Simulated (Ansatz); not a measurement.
One change: `Cl[C]Cl` becomes `[Cl][Sn][Cl]`.

Ansatz, PBE0-D4/def2-TZVP geometries, multiplicity 1. 

Elements past krypton have def2 core potentials.

```
                                          property  `Cl[C]Cl`
    size of the dipole moment (PBE/def2-TZVPP) / D       1.29
               HOMO energy (B3LYP/def2-TZVPP) / eV      -7.27
    zero-point energy (PBE0-D4/def2-TZVP) / kJ/mol       11.2
size of the dipole moment (ωB97M-V/def2-TZVPP) / D       1.22
           HOMO–LUMO gap (ωB97M-V/def2-TZVPP) / eV       8.75
                 LUMO energy (PBE/def2-TZVPP) / eV      -4.31
```

What does the change do to each property? (An estimate is asked.)

Computed: 
```json
{"property": "size of the dipole moment (PBE/def2-TZVPP) / D", "`[Cl][Sn][Cl]`": "3.05", "shift": "1.76"}
{"property": "HOMO energy (B3LYP/def2-TZVPP) / eV", "`[Cl][Sn][Cl]`": "-7.84", "shift": "-0.57"}
{"property": "zero-point energy (PBE0-D4/def2-TZVP) / kJ/mol", "`[Cl][Sn][Cl]`": "4.9", "shift": "-6.3"}
{"property": "size of the dipole moment (ωB97M-V/def2-TZVPP) / D", "`[Cl][Sn][Cl]`": "3.29", "shift": "2.07"}
{"property": "HOMO–LUMO gap (ωB97M-V/def2-TZVPP) / eV", "`[Cl][Sn][Cl]`": "8.72", "shift": "-0.03"}
{"property": "LUMO energy (PBE/def2-TZVPP) / eV", "`[Cl][Sn][Cl]`": "-3.76", "shift": "0.55"}
```

With PBE0 the HOMO falls by 0.54 eV and the LUMO rises by 0.21 eV, so the gap widens by about 0.75 eV. PBE moves the HOMO by -0.84 eV and ωB97M-V by -0.30 eV. Dipoles are sizes alone; their direction can turn.

B3LYP here is the variant with VWN-RPA as its local correlation; programs differ in this.
